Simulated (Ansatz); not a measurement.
System: CH7AlN2, net charge 0, singlet state. 
Geometry from a B3LYP-D3(BJ)/def2-TZVP (Ansatz, a program for electronic structure) optimisation:
```xyz
11

C     -1.5187    -1.1664    -0.1504
Al     0.0249     0.0196    -0.0019
N     -0.1905     1.7686     0.2264
N      1.6786    -0.6260    -0.0767
H     -1.3008    -2.0426    -0.7661
H     -2.3807    -0.6592    -0.5910
H     -1.8307    -1.5342     0.8314
H     -1.0877     2.2245     0.2750
H      0.5457     2.4486     0.3298
H      1.8979    -1.6005    -0.2091
H      2.5286    -0.0917     0.0083
```
Charge 0, spin multiplicity 1.

Total electronic energies in hartree. Valence correlation only, unless marked. No spin-orbit coupling. No relativistic terms. CBS(X,Y): correlation extrapolated as X^-3; Hartree-Fock from the larger set. The bracket is a focal-point correction in the basis named.

```
level                                                                             program  energy (Eh)
-------------------------------------------------------------------------  --------------  -----------
HF/cc-pVTZ                                                                         Ansatz   -392.91929
RI-HF/cc-pV(T+d)Z                                                                  Ansatz   -392.92298
B3LYP-D4/def2-TZVPD                                                        Ansatz + dftd4   -394.45777
PBE0-D4/def2-TZVP                                                          Ansatz + dftd4   -394.12098
BHLYP-D3(BJ)/def2-TZVPD                                                    Ansatz + dftd3   -394.33509
r2SCANh-D4/def2-TZVPD                                                      Ansatz + dftd4   -394.29244
LC-wPBE-D3(BJ)/def2-TZVPD                                                  Ansatz + dftd3   -394.25019
B2PLYP-D4/def2-TZVPD                                                       Ansatz + dftd4   -394.17357
MP2/6-31G                                                                          Ansatz   -393.10567
MP2/cc-pV(D+d)Z                                                                    Ansatz   -393.41397
MP2/cc-pV(T+d)Z                                                                    Ansatz   -393.61795
MP2/CBS(cc-pV(T+d)Z,cc-pV(Q+d)Z)                                                   Ansatz    -393.7155
CCSD/cc-pVTZ                                                                       Ansatz   -393.64864
RI-MP2/CBS(aug-cc-pV(T+d)Z,aug-cc-pV(Q+d)Z)+[CCSD(T)-MP2]/aug-cc-pV(D+d)Z          Ansatz    -393.7788
CCSD(T)/CBS(aug-cc-pV(T+d)Z,aug-cc-pV(Q+d)Z)                                       Ansatz    -393.7685
```

Totals of different functionals don't rank their quality; only differences between species are comparable.
